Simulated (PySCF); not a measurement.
How the method changes the constants of NaBe⁺

State: ¹Σ⁺ (singlet), closed shell. Set-up: basis Na cc-pVDZ, Be cc-pVDZ; no relativity; PySCF 2.14. De refers to Na⁺ + Be in their ground configurations, without counterpoise correction. A positive dipole points towards Be; it is taken about the centre of mass and depends on that origin.

| Level | Re (Å) | ωe (cm⁻¹) | De (eV) | μ (D) |
| --- | --- | --- | --- | --- |
| RHF-MP2 | 3.059 | 185 | 0.359 | n/a |
| RHF-SCS-MP2 | 3.059 | 185 | 0.355 | n/a |
| RHF-CCSD | 3.055 | 183 | 0.322 | n/a |
| RHF-CCSD(T) | 3.054 | 183 | 0.323 | n/a |
| PBE | 2.957 | 202 | 0.471 | -0.63 |
| BP86 | 3.010 | 187 | 0.392 | -0.84 |
| TPSS | 2.982 | 202 | 0.453 | -0.69 |
| r²SCAN | 3.004 | 193 | 0.415 | -0.82 |
| PBE0 | 2.960 | 203 | 0.449 | -0.69 |
| M06 | 3.068 | 180 | 0.425 | -0.91 |

(1) Which functional lies closest to RHF-CCSD(T) in De, which farthest, and by how much do they differ from it?

(2) What does a quarter of exact exchange do here, going from PBE to PBE0?

(3) What does the step from GGA to meta-GGA do here, going from PBE to r²SCAN?

Correlated steps freeze 1 core orbital. Closed-shell solutions of metal pairs were not tested for spin polarisation, which can lower them a little. Correlated levels converge slowly with the basis: in double zeta they bind strong bonds too weakly, by up to about 1 eV, and carry superposition errors of some tenths. For an ion De counts to the pair picked by the measured ionisation energies or electron affinities, which need not be the lowest pair at this level.

Answers

(1) Closest is BP86 (-4.4 pm in Re, +2.2 % in ωe, +0.07 eV in De against RHF-CCSD(T) in the same basis), farthest PBE (-9.7 pm in Re, +10.4 % in ωe, +0.15 eV in De). CCSD(T) converges more slowly with the basis than the functionals do and binds too weakly in this one, so the order can change at the basis-set limit.

(2) PBE0 less PBE: +0.3 pm in Re, +0.5 % in ωe, -0.02 eV in De. Exact exchange removes part of the self-interaction that spreads semilocal densities, and in most molecules shortens and stiffens the bond and lowers De; here Re goes the other way.

(3) r²SCAN less PBE: +4.7 pm in Re, -4.5 % in ωe, -0.06 eV in De.
